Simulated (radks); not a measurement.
Ni5+, 23 electrons, occupied as [Ar] 3d5 (the NIST ground configuration). Method: scalar-relativistic Kohn-Sham, PBE, spin-unpolarised, spherical densities, point nucleus; computed with a radial shooting solver on a logarithmic mesh with Libxc functionals. Some entries of the table are withheld. Estimate them.

orbital,occ.,eigenvalue (eV),r(max) (bohr),<r> (bohr)
1s,2,-8303.338,0.03540,0.05409
2s,2,-1074.662,0.2046,0.2449
2p,6,-937.3909,(1),0.2153
3s,2,-197.7847,0.6327,(2)
3p,6,-157.3235,0.6364,0.7439
3d,5,-92.2450,0.5933,0.7949

Answer. 
(1) 2p r(max) (bohr): 0.1649
(2) 3s <r> (bohr): 0.7199
